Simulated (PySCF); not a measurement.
Start geometry of `[Cl][Al-]([Cl])([Cl])[Cl]` from GFN2-xTB (Å):
```
atom  x, y, z in Å
Cl1   -1.5949   -0.4744   -1.2416
Al2   -0.0136   -0.0123   -0.0139
Cl3   -0.0673    2.0303    0.5357
Cl4    1.8888   -0.4189   -1.0675
Cl5   -0.1209   -1.2295    1.6909
```

Problem. What comes out of this run: PBE0-D3(BJ)/def2-SVP geometry optimisation, gas phase (PySCF)?

Solution. 
```
atom  x, y, z in Å
Cl1   -1.6925   -0.4099   -1.2778
Al2    0.0188   -0.0221   -0.0188
Cl3   -0.0054    2.0410    0.6183
Cl4    1.8324   -0.3962   -1.1276
Cl5   -0.0613   -1.3176    1.7094
```

The energy falls by 0.153 eV over 10 energy and gradient evaluations, the largest force component goes from 0.0349 to 3.2e-04 Eh/bohr, and the atoms move by 0.057 Å rms after alignment. The bond that changes most is Cl1–Al2 (ends: chlorine bonded to Al; aluminium bonded to 4 Cl), which lengthens by 0.105 Å. Bonds longer at the end by more than 0.005 Å: 3 of 4; shorter: 1. The orientation of the end geometry is arbitrary; only internal coordinates are fixed.

The run used 90 basis functions and 50 SCF cycles in all. The run took 27 s wall on one thread of an Arm Neoverse V2, no GPU, on a shared host, and the process peaked at 0.37 GiB of memory.

PBE0-D3(BJ)/def2-SVP frequencies: not computed here. The geometry's basis has no diffuse functions, a weakness for an anion.
